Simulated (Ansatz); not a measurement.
Relaxation of AsH$_{4}$Si (6 atoms, charge -1, multiplicity 1), to a largest force component of 0.02 eV/Å in at most 50 steps.

Level of theory: RKS BLYP-D4/def2-TZVP in Ansatz.

```xyz
6
Properties=species:S:1:pos:R:3:forces:R:3
Si 0.002 -1.070 0.388 0.04 -1.85 1.15
As -0.040 1.092 -0.438 -0.08 1.37 -1.00
H 1.112 -1.569 -0.554 0.06 0.04 -0.23
H -1.155 -1.592 -0.483 -0.07 0.04 -0.22
H 1.105 1.553 0.462 0.35 0.20 0.14
H -1.025 1.585 0.624 -0.29 0.20 0.16
```

Problem. Where does it end, and by what steps?

Solution. It converged. Limits of this set-up: an anion without diffuse functions, the dipole of an ion depends on the origin. After 6 steps the energy has fallen by 0.227 eV; Si1 moved furthest, 0.19 Å.

```
step  energy less start (eV)  largest force component (eV/Å)  accepted
   0                  0.0000                           1.849       yes
   1                 -0.2087                           0.510       yes
   2                 -0.2151                           0.339       yes
   3                 -0.2261                           0.050       yes
   4                 -0.2273                           0.044       yes
   5                 -0.2273                           0.061       yes
   6                 -0.2275                           0.001       yes
```

```xyz
6
Properties=species:S:1:pos:R:3
Si 0.012 -1.245 0.457
As -0.030 1.134 -0.419
H 1.090 -1.608 -0.602
H -1.145 -1.619 -0.510
H 1.133 1.658 0.467
H -1.060 1.679 0.608
```

Whether the end is a true minimum wasn't checked by a vibrational analysis.

The run took 7.1 s on 2 threads of Intel(R) Xeon(R) 6975P-C (Granite Rapids), with other jobs on the host, peak memory 0.19 GiB.
